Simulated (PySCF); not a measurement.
**Two-component Hartree-Fock for Hg⁶⁷⁺ (mercury, charge +67)**

Start: [Ne] 3s2 3p1; 3p3/2 filled at m_j = +3/2. Calculated with PySCF 2.14 in an uncontracted even-tempered set (17 s from 23 bohr⁻², ratio 2.4; 14 p from 30 bohr⁻², ratio 2.4; 4 d from 99 bohr⁻², ratio 2.6; 4 f from 150 bohr⁻², ratio 2.6): generalised Hartree-Fock with the X2C-1e Hamiltonian and a Gaussian nucleus; one run each with spin-orbit coupling (SO) screened by Boettger's factors, then bare. This is a chosen level, not necessarily the ground level.

```tsv
spinor shell	electrons	ε, screened SO (eV)	ε, bare SO (eV)	weight of nominal j (bare SO)	rms radius, bare SO (bohr)
1s1/2	2	-89490.4	-89489.2	1.000	0.0187
2s1/2	2	-20587.3	-20587.0	1.000	0.0744
2p1/2	2	-20017.2	-20062.9	1.000	0.0627
3s1/2	2	-8345.7	-8345.6	1.000	0.178
3p3/2	1	-7635.9	-7632.3	1.000	0.180
```

(1) Where does 2p3/2 lie, and what is the 2p spin-orbit splitting (bare SO)?

```
   quantity   screened SO       bare SO
E (hartree)  -14084.79153  -14086.09793
        M_J           3/2           3/2
       ⟨J²⟩         3.750         3.750
       ⟨L²⟩         2.045         2.047
       ⟨S²⟩         0.795         0.797
```

Each row is a mean over spinors that exchange with the open shell spreads, by up to 31.499 eV (3s1/2).

Breit and QED terms are absent; they matter most for the inner s and p1/2 levels.

Densities and radii are taken from the X2C orbitals without a picture-change correction, which distorts them close to the nucleus.

Answers

(1) At -18002.6 eV, 2060.3 eV above 2p1/2.
